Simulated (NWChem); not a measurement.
System: N$_{2}$H$_{3}$, doublet; SMILES [NH]N

```xyz
5

N     -0.1059    -0.7412     0.0028
N     -0.0111     0.5921    -0.0555
H      0.8508    -1.0952    -0.0477
H      0.8329     1.0658     0.2391
H     -0.8654     1.0727     0.1773
```
Atoms are numbered in this order, from 1.

Computed with NWChem. Spin-unrestricted. Geometry: optimised at PBE0-D3(BJ)/def2-TZVP, spin-unrestricted. No stability test was run on the SCF state. Vertical excitations in the gas phase. Excited states of an open shell can be spin-contaminated.

Problem. Predict the results for LDA (Slater exchange, VWN5)/aug-cc-pVDZ, TDA. Quantities: lowest excitation (eV); oscillator strength of that lowest state; lowest empty minus highest occupied level, either spin (eV).

Solution. 
```yaml
lowest excitation (eV): 3.02
oscillator_strength_of_that_lowest_state: 0.002
lowest empty minus highest occupied level, either spin (eV): 1.28
```
